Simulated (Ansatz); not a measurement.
Reaction (redistribution): `[F][Sn]([F])([Cl])[Br]` + `ClBBr` → `[F][Sn]([F])([Cl])[Cl]` + `BrBBr`

Computed with Ansatz on PBE0-D4/def2-TZVP structures; ΔE is electronic, products minus reactants. CCSD(T)/CBS adds triple-zeta CCSD(T) − MP2 to the extrapolated MP2 energy (def2 sets, frozen cores). Functionals use def2-TZVPP. B3LYP here is the variant with VWN-RPA as its local correlation; programs differ in this. HSE06 is defined as in plane-wave codes. def2 core potentials past Kr. For Br, Sn outer-core shells are correlated without core-valence functions, which leaves a few kJ/mol of doubt a bond. Scalar relativity is left out up to krypton.

| level | ΔE (kcal/mol) | difference from CCSD(T)/CBS |
| --- | --- | --- |
| LDA (SPW92) | 6.7 | 0.7 |
| PBE-D4 | 6.5 | 0.5 |
| BLYP-D4 | 6.7 | 0.7 |
| r2SCAN-D4 | 6.5 | 0.5 |
| B97M-V | 6.0 | 0.0 |
| PBE0-D4 | 6.6 | 0.6 |
| B3LYP-D4 | 6.8 | 0.8 |
| r2SCANh-D4 | 6.5 | 0.5 |
| r2SCAN0-D4 | 6.6 | 0.6 |
| HSE06-D4 | 6.6 | 0.6 |
| CAM-B3LYP-D4 | 6.7 | 0.7 |
| ωB97X-V | 6.3 | 0.3 |
| ωB97M-V | 6.5 | 0.5 |
| B2PLYP | 6.3 | 0.3 |
| PBE-QIDH | 6.2 | 0.2 |
| PBE | 6.5 | 0.5 |
| revPBE | 6.3 | 0.3 |
| BLYP | 6.7 | 0.7 |
| r2SCAN | 6.5 | 0.5 |
| PBE0 | 6.5 | 0.5 |
| B3LYP | 6.8 | 0.8 |
| r2SCANh | 6.5 | 0.5 |
| r2SCAN0 | 6.6 | 0.6 |
| HSE06 | 6.5 | 0.5 |
| BHLYP | 6.8 | 0.8 |
| LC-ωPBE | 6.3 | 0.3 |
| RPA@PBE/def2-TZVPP | 5.1 | -0.9 |
| HF/def2-SVP | 7.5 | 1.5 |
| CCSD(T)/def2-SVP | 7.8 | 1.8 |
| HF/def2-TZVPP | 6.7 | 0.7 |
| MP2/def2-TZVPP | 5.6 | -0.4 |
| SCS-MP2/def2-TZVPP | 5.6 | -0.4 |
| CCSD/def2-TZVPP | 5.7 | -0.3 |
| CCSD(T)/def2-TZVPP | 5.6 | -0.4 |
| HF/def2-QZVPP | 6.7 | 0.7 |
| MP2/def2-QZVPP | 5.8 | -0.2 |
| SCS-MP2/def2-QZVPP | 5.8 | -0.2 |
| HF/CBS(def2) | 6.7 | 0.7 |
| MP2/CBS(def2) | 6.0 | 0.0 |
| CCSD/CBS(def2) | 6.1 | 0.1 |
| CCSD(T)/CBS | 6.0 | 0 |

Largest T1 diagnostic among the species: 0.013.

At CCSD(T), def2-SVP lies +1.8 kcal/mol from the extrapolated value and def2-TZVPP −0.4 kcal/mol. Leaving LDA and LC-ωPBE aside and taking each functional with its dispersion term where it has one, the values, not all of them listed here, spread over 0.9 kcal/mol, from B97M-V to BHLYP-D4.
